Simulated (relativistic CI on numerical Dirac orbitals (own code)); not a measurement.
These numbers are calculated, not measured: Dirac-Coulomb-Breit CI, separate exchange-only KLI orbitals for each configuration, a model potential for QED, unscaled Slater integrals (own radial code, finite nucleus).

Configurations in the expansion (outside the closed core [Ar] 3d10): 4s2.4p6.4d10.4f, 4s2.4p6.4d9.4f2, 4s2.4p6.4d10.5s, 4s2.4p5.4d10.4f2, 4s2.4p6.4d10.5p, 4s.4p6.4d10.4f2, 4s2.4p6.4d10.5d, 4s2.4p6.4d9.4f.5s, 4s2.4p6.4d10.5f, 4s2.4p6.4d9.4f.5p, 4s2.4p6.4d10.5g, 4s2.4p6.4d10.6s, 4s2.4p6.4d10.6p, 4s2.4p5.4d10.4f.5s, 4s2.4p6.4d10.6d, 4s2.4p6.4d9.4f.5f, 4s2.4p6.4d10.6f, 4s2.4p6.4d10.7s, 4s.4p6.4d10.5s2, 4s2.4p6.4d10.7d, 4s2.4p5.4d10.4f.5d. Double excitations out of closed p, d and f shells are left out; levels of such configurations are missing from the list, as are those of other unlisted configurations, and high levels can miss mixing partners.

At this charge energies of transitions that change n are usually good to better than 1 %, and those within a shell (Δn = 0) to a few per cent.

Outline of the computed level scheme of Bi XXXVII. Lowest level of each configuration: 4s2.4p6.4d10.4f 2F°_5/2 at 0.000 eV; 4s2.4p6.4d9.4f2 4F_3/2 at 236.917 eV.

Some strong electric-dipole decays among the lowest 45 levels: 4s2.4p6.4d9.4f2 2D_5/2 → 4s2.4p6.4d10.4f 2F°_5/2 (7.8e+10 s⁻¹); 4s2.4p6.4d9.4f2 2G_9/2 → 4s2.4p6.4d10.4f 2F°_7/2 (2.9e+10 s⁻¹); 4s2.4p6.4d9.4f2 4D_5/2 → 4s2.4p6.4d10.4f 2F°_5/2 (2.4e+10 s⁻¹); 4s2.4p6.4d9.4f2 2D_5/2 → 4s2.4p6.4d10.4f 2F°_5/2 (1.7e+10 s⁻¹); 4s2.4p6.4d9.4f2 2D_3/2 → 4s2.4p6.4d10.4f 2F°_5/2 (1.2e+10 s⁻¹); 4s2.4p6.4d9.4f2 2P_3/2 → 4s2.4p6.4d10.4f 2F°_5/2 (9.9e+09 s⁻¹); 4s2.4p6.4d9.4f2 2G_9/2 → 4s2.4p6.4d10.4f 2F°_7/2 (8.2e+09 s⁻¹); 4s2.4p6.4d9.4f2 2F_5/2 → 4s2.4p6.4d10.4f 2F°_5/2 (7.5e+09 s⁻¹).

LS names give the leading component of a level, which can be under half, so a name can repeat, a term be missing and a line seem to break the LS rules.
